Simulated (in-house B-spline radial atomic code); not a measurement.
V⁴⁺: [Ar] (7d5/2)1 (an excited or competing configuration)

Computed with a radial B-spline atomic code at the basis-set limit: Dirac-Hartree-Fock, average of the jj configuration, Fermi nucleus of rms radius 3.6002 fm.

Screening seen three ways: the hydrogenic charge with the same mean radius, Z_r = [3n² - l(l+1)]/(2<r>), the one with the same energy, Z_e = n√(-2ε), and Slater's rules. Values are occupation-weighted means over j.

```json
{"shell": "1s", "electrons": "2", "ε (eV)": "-5600.1", "<r> (bohr)": "0.0664", "Z_r": "22.59", "Z_e": "20.29", "Slater": "22.70"}
{"shell": "2s", "electrons": "2", "ε (eV)": "-737.49", "<r> (bohr)": "0.3056", "Z_r": "19.63", "Z_e": "14.72", "Slater": "18.85"}
{"shell": "2p", "electrons": "6", "ε (eV)": "-625.74", "<r> (bohr)": "0.2726", "Z_r": "18.34", "Z_e": "13.56", "Slater": "18.85"}
{"shell": "3s", "electrons": "2", "ε (eV)": "-159.78", "<r> (bohr)": "0.9057", "Z_r": "14.91", "Z_e": "10.28", "Slater": "11.75"}
{"shell": "3p", "electrons": "6", "ε (eV)": "-125.34", "<r> (bohr)": "0.9475", "Z_r": "13.19", "Z_e": "9.11", "Slater": "11.75"}
{"shell": "7d", "electrons": "1", "ε (eV)": "-8.043", "<r> (bohr)": "12.11", "Z_r": "5.82", "Z_e": "5.38", "Slater": "5.00"}
```

The least bound orbital is 7d5/2 at -8.043 eV, and it is also the most diffuse (<r> = 12.11 bohr).

For the 1s electron the small component carries 0.68 % of the norm, the zero-frequency Breit interaction raises the level by 5.668 eV, self-energy by 2.704 eV, and vacuum polarisation lowers it by 0.2152 eV.
